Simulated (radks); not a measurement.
Numerical settings for the lanthanum ion La+, [Xe] 5d2. Calculated with a radial shooting solver on a logarithmic mesh with Libxc functionals: scalar-relativistic Kohn-Sham, PBE, spin-polarised, spherical densities, finite nucleus; open shells are filled with parallel spins first (spin-orbit coupling, left out, can overturn this in heavy ions); Fermi nuclear charge, rms radius 4.855 fm. The defaults (mesh step 0.008 in ln r, mesh end at 40 bohr or more with all orbitals vanishing there, Anderson mixing 0.5 over 9 steps, residual threshold near 1e-9 with the energy settled to 1e-9 hartree or 1e-11 of itself, here a cap of 52 iterations) give E = -8492.7110 hartree and 5d at -7.620 eV in 14 iterations. Run on one thread of a shared host, so times are rough (Arm Neoverse V1): 0.24 s of CPU time, 0.24 s wall, 14 iterations on 2314 mesh points. Changes against that run (0 stands for a change within the tolerance of the run):

| setting | iterations | converged | E (mhartree) | e(5d) (meV) | CPU (s) |
|---|---|---|---|---|---|
| mesh step in ln r 0.03 | 14 | yes | +0.0063 | 0 | 0.08 |
| mesh step in ln r 0.005 | 17 | yes | 0 | 0 | 0.41 |
| mesh step in ln r 0.12 | 2 | no | diverged | - | 0.01 |
| mesh end (bohr) 400 | 14 | yes | 0 | 0 | 0.24 |
| mesh end (bohr) 8 | 14 | yes | +2.62 | +146 | 0.22 |
| residual threshold 1e-05 | 9 | yes | 0 | +0.244 | 0.17 |
| residual threshold 0.001 | 9 | yes | 0 | +0.244 | 0.18 |
| mixing 0.01 | 27 | yes | 0 | 0 | 0.39 |
| linear mixing, mixing 0.8 | 52 | no | 0 | 0 | 0.6 |
| linear mixing, mixing 0.05 | 52 | no | +3.24 | -307 | 0.8 |
| mixing history 3 | 18 | yes | 0 | 0 | 0.27 |
| iteration cap 3 | 3 | no | +8.35 | -199 | 0.07 |

Settings that end as converged yet miss the energy by more than 1 mhartree: mesh end (bohr) 8 (+0.00262 hartree). A mesh that ends early acts as a hard wall.
